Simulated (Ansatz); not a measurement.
Basis sets compared for the cluster In2As3. Total charge 0; doublet. Geometry r2SCAN-D4/def2-SVP. Ansatz on 4 threads of Arm Neoverse V2 on a shared host; times are rough, and most runs start from earlier orbitals.

```xyz
5

In    2.331   -1.075    0.394
In   -2.570    0.148   -0.338
As    0.072   -0.460   -1.250
As    0.417    1.612   -0.097
As   -0.249   -0.224    1.292
```

In the def2 sets In takes a core potential; there is no spin–orbit coupling. The structure comes from a short search, and lower isomers may exist.

Binding counts from free atoms (In doublet, As quartet) in the same basis, without a counterpoise term.

```tsv
level	functions	energy (Eh)	HOMO (eV)	LUMO (eV)	binding per atom (eV)	wall time
PBE-D4/def2-SVP	148	-7086.2478	-4.48	-4.01	2.39	3.5 s
PBE-D4/def2-TZVP	244	-7087.0900	-4.50	-4.02	2.42	7.5 s
r2SCAN-D4/def2-TZVP	244	-7088.1793	-4.80	-3.96	2.28	19 s
PBE0-D4/def2-SVP	148	-7086.4200	-5.33	-3.41	2.22	6.5 s
PBE0-D4/def2-TZVP	244	-7087.2604	-5.33	-3.39	2.26	15 s
```

Problem. Estimate the rows for PBE-D4/def2-TZVPD, r2SCAN-D4/def2-TZVPD, PBE0-D4/def2-TZVPD.

Solution. 
```json
{"level": "PBE-D4/def2-TZVPD", "functions": "274", "energy (Eh)": "-7087.0913", "HOMO (eV)": "-4.52", "LUMO (eV)": "-4.03", "binding per atom (eV)": "2.42", "wall time": "12 s"}
{"level": "r2SCAN-D4/def2-TZVPD", "functions": "274", "energy (Eh)": "-7088.1805", "HOMO (eV)": "-4.81", "LUMO (eV)": "-3.97", "binding per atom (eV)": "2.28", "wall time": "23 s"}
{"level": "PBE0-D4/def2-TZVPD", "functions": "274", "energy (Eh)": "-7087.2616", "HOMO (eV)": "-5.34", "LUMO (eV)": "-3.40", "binding per atom (eV)": "2.26", "wall time": "17 s"}
```
